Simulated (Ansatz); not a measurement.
Ansatz (an electronic-structure program) input (PBE0/def2-SVP):

Ansatz 0.2 input:
```yaml
crystal:
  periodic: [false, false, false]
  atoms:
    - {symbol: C, position_ang: [-3.44932418, -0.70222003, -0.90414865]}
    - {symbol: C, position_ang: [-2.38866591, -0.79526035, 0.18890849]}
    - {symbol: C, position_ang: [-1.00588076, -0.36024641, -0.28739240]}
    - {symbol: C, position_ang: [0.06210629, -0.45422168, 0.81936862]}
    - {symbol: C, position_ang: [1.42200459, -0.03599763, 0.38618892]}
    - {symbol: C, position_ang: [2.31252661, -0.89754328, -0.43201311]}
    - {symbol: Cl, position_ang: [1.68924506, 1.67867043, 0.24935479]}
    - {symbol: H, position_ang: [-3.19289432, -1.33711172, -1.75564382]}
    - {symbol: H, position_ang: [-3.54359080, 0.32182922, -1.27289942]}
    - {symbol: H, position_ang: [-4.42853509, -1.01603323, -0.53803264]}
    - {symbol: H, position_ang: [-2.33568055, -1.82313626, 0.56264525]}
    - {symbol: H, position_ang: [-2.68487433, -0.17614504, 1.04180170]}
    - {symbol: H, position_ang: [-1.04782353, 0.67050687, -0.65020498]}
    - {symbol: H, position_ang: [-0.70044972, -0.97809724, -1.13774689]}
    - {symbol: H, position_ang: [0.12022863, -1.49087879, 1.16791948]}
    - {symbol: H, position_ang: [-0.25649829, 0.15287034, 1.67102763]}
    - {symbol: H, position_ang: [2.08035916, -0.83067942, -1.50459565]}
    - {symbol: H, position_ang: [3.36013145, -0.61580104, -0.31406090]}
    - {symbol: H, position_ang: [2.19586142, -1.94178448, -0.13471250]}
basis:
  gaussian:
    orbitals: def2-SVP
hamiltonian:
  xc: {name: PBE0}
magnetization: {spin_polarized: true, initial_magnetization: 1}
```

End of the output:

```
integrals: 0.18 GiB planned
1658 factors; integrals over basis functions are off by at most 1.6e-3 eV
0.21 GiB of the device are held for the grids
0.76 GiB of device memory are held for the factors and their scratch space
mean field: 0.56 GiB planned
mean field evaluation 1: about -18907.8744 eV, gradient 4.6e1 eV
mean field evaluation 2: about -18904.0914 eV, gradient 5.3e1 eV
mean field evaluation 4: about -18918.7770 eV, gradient 2.4e0 eV
mean field evaluation 8: about -18919.2324 eV, gradient 2.4e-1 eV
mean field evaluation 16: about -18919.2328 eV, gradient 3.8e-4 eV
mean field -18919.23281161 eV, -695.2689819100 hartree, gradient 6.6e-5 eV, S^2 0.754744; 0 other end points of the search recorded, 0 dependent functions left out
reference -18919.23284242 eV, -695.2689830422 hartree; 33, 32 occupied and 129, 130 virtual orbitals, 1658 factors
Total energy: -18919.23284242 eV, -695.2689830422 hartree
```

It need not be the lowest isomer of its formula.
